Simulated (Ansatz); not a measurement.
`[NH2][Al]([AlH2])[GaH2]` + H₂ → `[NH2][AlH][GaH2]` + `[AlH3]` at 298.15 K and 1 bar (hydrogenolysis of the Al–Al bond).

Program: Ansatz. Geometries: PBE0-D4/def2-TZVP. ΔE: electronic, gas phase. CBS: MP2 limit from def2 TZ/QZ plus the TZ coupled-cluster correction, frozen cores. This one scheme is used for every species. For Ga outer-core shells are correlated without core-valence functions, which leaves a few kJ/mol of doubt a bond. Scalar relativity is left out up to krypton. One conformer a species, not always the lowest.

| species | CCSD(T)/CBS energy (Eh) | H − E (kJ/mol) | S (J/(mol·K)) |
| --- | --- | --- | --- |
| `[NH2][Al]([AlH2])[GaH2]` | -2466.27917 | 165.6 | 415.3 |
| H₂ | -1.17544 | 35.1 | 130.4 |
| `[NH2][AlH][GaH2]` | -2223.67811 | 140.1 | 340.1 |
| `[AlH3]` | -243.78045 | 58.9 | 207.5 |

H − E and S are ideal-gas, rigid-rotor, harmonic terms from PBE0-D4/def2-TZVP, for one conformer and one mirror image of each species. For small species the MP2-based limit differs from directly extrapolated CCSD(T) by up to some mEh (0.8 for H₂); such offsets cancel only in part. 1 Eh = 2625.50 kJ/mol, R = 8.31446 J/(mol·K).

By hand: ΔE, ΔH, ΔS and ΔG.

ΔE = (-2223.67811) + (-243.78045) − (-2466.27917) − (-1.17544) = -0.00395 Eh = -10.4 kJ/mol. Δ(H − E) = 140.1 + 58.9 − 165.6 − 35.1 = -1.7, so ΔH = -12.1 kJ/mol. ΔS = 340.1 + 207.5 − 415.3 − 130.4 = 1.9 J/(mol·K). ΔG = -12.1 − 298.15 × (1.9)/1000 = -12.7 kJ/mol.

By hand: the equilibrium constant, and the temperature at which ΔG would vanish if ΔH and ΔS stayed fixed.

log₁₀ K = −ΔG/(RT ln 10) = 2.2. ΔH and −TΔS have one sign here, so there is no such temperature. One of them is within its doubt of zero, so this could turn.

The number of gas molecules stays the same, so ΔS is small and ΔH decides. A doubt of 5 kJ/mol in ΔE shifts log₁₀ K by 0.9 here. Other conformers and mirror images would add mixing entropy, several J/(mol·K) or more a flexible species. Modes under 60 cm⁻¹, often nearly free rotors, make the harmonic entropy too high. These are equilibria of isolated gas molecules and say nothing of rates. Largest T1 diagnostic: 0.014 (customary marks: 0.02 for closed shells, 0.045 for open ones).
